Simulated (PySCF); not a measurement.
Molecule: SMILES [SiH3]C1=C[P@@H](=O)CC1, C$_{4}$H$_{9}$OPSi.

Geometry (Å), atoms numbered from 1 in this order:
```xyz
16

O    -2.9276   -1.4408   -0.6935
P    -1.9588   -0.3455   -0.6085
C    -0.2487   -0.6256   -1.1066
C     0.6142   -0.0780   -0.2505
Si    2.4928   -0.1778   -0.3942
C    -0.0046    0.6900    0.8904
C    -1.4588    0.2467    1.0532
H    -2.3646    0.8051   -1.2933
H     0.0246   -1.1998   -1.9759
H     3.0176    1.1900   -0.4223
H     2.8398   -0.8941   -1.6183
H     2.9974   -0.8722    0.7924
H     0.0431    1.7551    0.6453
H     0.5662    0.5452    1.8100
H    -2.1054    1.0313    1.4444
H    -1.5349   -0.6207    1.7161
```

Frames of a GFN2-xTB Langevin trajectory at 400 K; GIAO PBE0/pcSseg-1 shieldings in PySCF 2.14, gas phase, non-relativistic; equivalent atoms averaged within each frame.

Scale: 17O (σ = 336.08 ppm) vs H2O; 31P (σ = 318.38 ppm) against H3PO4; TMS for 13C (σ = 186.93 ppm) and 29Si (σ = 349.16 ppm) and 1H (σ = 31.72 ppm) (reference shieldings calculated alike). The references are static minima.

How do the shifts (ppm) fluctuate along the trajectory?

Answers


```csv
time (fs),O1,P2,C4,C3,C6,C7,Si5,H8,H9,H10/H11/H12
optimised geometry,94.4,13.4,166.7,149.7,35.3,32.2,-74.3,8.24,6.90,4.17
250,134.6,36.6,166.5,153.3,33.4,31.3,-76.8,9.80,6.93,4.35
425,150.2,25.1,164.5,163.3,41.6,38.1,-80.6,9.30,6.79,4.45
625,109.0,9.2,168.7,157.7,43.3,38.4,-81.8,8.17,6.17,3.72
800,114.3,30.1,165.4,159.4,31.0,35.7,-75.8,8.30,7.24,4.41
1000,133.4,35.5,158.5,145.1,45.7,32.7,-78.9,9.39,6.24,4.63
mean of frames,128.3,27.3,164.7,155.8,39.0,35.2,-78.8,8.99,6.67,4.31
standard deviation,16.7,11.1,3.8,6.9,6.4,3.2,2.5,0.72,0.46,0.35
```

5 frames give an uncertainty of the mean of about the standard deviation over 2.2 at best, since frames this close in time may not be independent; classical motion lacks zero-point vibration, and the reference would need the same averaging.
